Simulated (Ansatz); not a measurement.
`C[SiH](Cl)Cl` → `C[Si]Cl` + HCl at 400 K and 1 bar (silylene formation by 1,1-elimination).

Computed with Ansatz on PBE0-D4/def2-TZVP structures; ΔE is electronic, products minus reactants. CCSD(T)/CBS adds triple-zeta CCSD(T) − MP2 to the extrapolated MP2 energy (def2 sets, frozen cores). This one scheme is used for every species.

| species | CCSD(T)/CBS energy (Eh) | H − E (kJ/mol) | S (J/(mol·K)) |
| --- | --- | --- | --- |
| `C[SiH](Cl)Cl` | -1249.21450 | 157.0 | 357.9 |
| `C[Si]Cl` | -788.72093 | 118.9 | 318.8 |
| HCl | -460.38127 | 29.6 | 195.4 |

H − E and S are ideal-gas, rigid-rotor, harmonic terms from PBE0-D4/def2-TZVP. 1 Eh = 2625.50 kJ/mol, R = 8.31446 J/(mol·K).

Task: By hand: ΔE, ΔH, ΔS and ΔG.

Result: ΔE = (-788.72093) + (-460.38127) − (-1249.21450) = 0.11230 Eh = 294.8 kJ/mol. Δ(H − E) = 118.9 + 29.6 − 157.0 = -8.5, so ΔH = 286.3 kJ/mol. ΔS = 318.8 + 195.4 − 357.9 = 156.3 J/(mol·K). ΔG = 286.3 − 400 × (156.3)/1000 = 223.8 kJ/mol.

Task: By hand: the equilibrium constant, and the temperature at which ΔG would vanish if ΔH and ΔS stayed fixed.

Result: log₁₀ K = −ΔG/(RT ln 10) = -29.2. ΔG = 0 at ΔH/ΔS = 1832 K.

The number of gas molecules changes by +1, which sets the sign of ΔS. A doubt of 5 kJ/mol in ΔE shifts log₁₀ K by 0.7 here. These are equilibria of isolated gas molecules and say nothing of rates. Largest T1 diagnostic: 0.012 (customary marks: 0.02 for closed shells, 0.045 for open ones).
